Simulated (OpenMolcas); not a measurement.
# Multiconfigurational calculation on La2+

Input:

```
&GATEWAY
Coord
1

La 0.0 0.0 0.0
Basis=ANO-R3
Group=XYZ
NoMove
AngMom=0.0 0.0 0.0
AMFI
&SEWARD
&RASSCF
FileOrb=start.orb
Symmetry=1
Spin=2
nActEl=1 0 0
Inactive=15 12
Ras2=6 0
CIRoot=6 6 1
SDav=6
CIMx=300
Iter=120 100
PrWF=0.3
OrbListing=Nothing
MaxOrb=0
Atom
>>> COPY $Project.JobIph JOB001
&RASSI
NrOfJobIphs=1 6
1 2 3 4 5 6
IphNames
JOB001
EJob
SpinOrbit
DIPRint=1.0
SOCoupling=1000.0
Subsets=2
MEES
Property=10
'ANGMOM' 1 'ANGMOM' 2 'ANGMOM' 3 'MLTPL  1' 1 'MLTPL  1' 2 'MLTPL  1' 3
'AMFI' 1 'AMFI' 2 'AMFI' 3 'MLTPL  2' 6
SOProperty=3
'ANGMOM' 1 'ANGMOM' 2 'ANGMOM' 3
```

Launched by
```bash
OMP_NUM_THREADS=1 MOLCAS_MEM=1689 MOLCAS_PROJECT=a pymolcas a.inp > a.log  # once for each step of the input, in one work folder
```

A driver script runs the steps one by one and writes start.orb anew before each from the orbitals found so far.

Output, cut to the results:

```
--- SEWARD ---
Basis set label: LA.ANO-R...9S7P7D3F2G1H.

      Electronic valence basis set:
      ------------------
      Associated Effective Charge  57.000000 au
      Associated Actual Charge     57.000000 au
      Nuclear Model: Finite nucleus - Gaussian distribution
        Gaussian exponent, Xi/bohr**(-2):  1.74905E+08

      Shell  nPrim  nBasis  Cartesian Spherical Contaminant
         s      25       9        X
         p      18       7        X
         d      14       7                 X
         f       6       3                 X
         g       4       2                 X
         h       3       1                 X
                  Relativistic X2C integrals
                  Atomic mean-field integrals
--- RASSCF ---
Wave function specifications:
      -----------------------------

      Number of closed shell electrons          54
      Number of electrons in active shells       1
      Max number of holes in RAS1 space          0
      Max nr of electrons in RAS3 space          0
      Number of inactive orbitals               27
      Number of active orbitals                  6
      Number of secondary orbitals              82
      Spin quantum number                      0.5
      State symmetry                             1
Orbital specifications:
      -----------------------

      Symmetry species                           1   2
                                                ag  au
      Frozen orbitals                            0   0
      Inactive orbitals                         15  12
      Active orbitals                            6   0
      RAS1 orbitals                              0   0
      RAS2 orbitals                              6   0
      RAS3 orbitals                              0   0
      Secondary orbitals                        41  41
      Deleted orbitals                           0   0
      Number of basis functions                 62  53
      Number of CSFs                             6
      Number of root(s) required                 6
      Iter CI   SX   CI       RASSCF       Energy    max ROT     max BLB   max BLB  Level Ln srch  Step   QN
          iter iter root      energy       change     param      element    value   shift minimum  type update
 Nr of preliminary CI iterations:   1
      Total energies have been shifted. Add                -8000.00 au
        1   1    4    0  -488.74945526    0.00E+00   3.02E-06   15  21 1  9.21E-07   0.08   0.00    SX    NO
        2   1    3    0  -488.74945526   -2.36E-11  -8.97E-07   15  21 1  1.01E-07   0.08   0.00    SX    NO
        3   1    2    0  -488.74945526    1.82E-12  -1.52E-07   15  22 1 -4.64E-08   0.08   0.00    SX    NO
        4   1    2    0  -488.74945526   -5.46E-12  -2.00E-08   15  24 1  4.46E-08   0.08   0.00    SX    NO
      Convergence after  4 iterations
        5   1    2    0  -488.74945526    1.27E-11  -2.00E-08   15  24 1 -1.23E-08   0.08   0.00    SX    NO
      Natural orbitals and occupation numbers for root  1
      sym 1:   1.000000   0.000000   0.000000   0.000000   0.000000   0.000000
      Natural orbitals and occupation numbers for root  2
      sym 1:  -0.000000  -0.000000   0.000000   1.000000   0.000000   0.000000
      Natural orbitals and occupation numbers for root  3
      sym 1:  -0.000000   1.000000   0.000000   0.000000  -0.000000   0.000000
::    RASSCF root number  1 Total energy:  -8488.75871977
::    RASSCF root number  2 Total energy:  -8488.75871977
::    RASSCF root number  3 Total energy:  -8488.75871977
::    RASSCF root number  4 Total energy:  -8488.75871977
::    RASSCF root number  5 Total energy:  -8488.75871977
::    RASSCF root number  6 Total energy:  -8488.70313266

--- RASSI ---
SPIN-FREE ENERGIES:
  (Shifted by EMIN (a.u.) =      -8488.7587197738)

 SF State       Relative EMIN(au)   Rel lowest level(eV)    D:o, cm**(-1)      L_eff

     1             0.0000000000        0.0000000000              0.0000         2.0
     2             0.0000000000        0.0000000000              0.0000         2.0
     3             0.0000000000        0.0000000000              0.0000         2.0
     4             0.0000000000        0.0000000000              0.0000         2.0
     5             0.0000000000        0.0000000000              0.0000         2.0
     6             0.0555871112        1.5126023534          12199.9607         0.0
     Dipole printing threshold changed to   1.00000000E+00
Eigenvalues of complex Hamiltonian:
   -----------------------------------
  (Shifted by EMIN (a.u.) =      -8488.7587197738)

 SO State       Relative EMIN(au)   Rel lowest level(eV)    D:o, cm**(-1)     J-value

     1            -0.0046145698        0.0000000000              0.0000         0.9
     2            -0.0046145698        0.0000000000              0.0000         1.4
     3            -0.0046145698        0.0000000000              0.0000         1.3
     4            -0.0046145698        0.0000000000              0.0000         0.9
     5             0.0030763799        0.2092814033           1687.9684         1.6
     6             0.0030763799        0.2092814033           1687.9684         2.0
     7             0.0030763799        0.2092814033           1687.9684         1.9
     8             0.0030763799        0.2092814033           1687.9684         2.2
     9             0.0030763799        0.2092814033           1687.9684         2.3
    10             0.0030763799        0.2092814033           1687.9684         1.7
    11             0.0555871112        1.6381711954          13212.7418         0.4
    12             0.0555871112        1.6381711954          13212.7418         0.4
...
```

The J values that RASSI prints are effective ones from its own formula and need not be integers or half-integers; the table below assigns J from the states.

Levels above the lowest, from the spin-orbit matrix, grouped by J:

```
Configuration  Term    J  E (cm-1)  Measured (cm-1)  Term weight %
           5d    2D  3/2       0.0              0.0            100
           5d    2D  5/2      1688             1603            100
           6s    2S  1/2     13213            13591            100
```

Against the 2 measured excited levels shown (Martin, Zalubas and Hagan, Atomic Energy Levels: The Rare-Earth Elements, NSRDS-NBS 60 (1978)) the mean absolute deviation is 230 cm-1; the largest miss in energy is 6s 2S 1/2: computed 13213, measured 13591 cm-1 (-2.8 %), and the largest in proportion 5d 2D 5/2 (+5.3 %).

With one active electron the reference holds no correlation, so core polarisation is missing. Measured partners are found by configuration, term and J. A level has none where our copy of the source lacks it or the pairing is in doubt (some pairs that miss far off the trend of their configuration count as doubtful), and it then counts in no deviation. Levels of configurations outside the active space are missing.

The term weight is that of the spin-free term in the level, not the purity of its configuration.
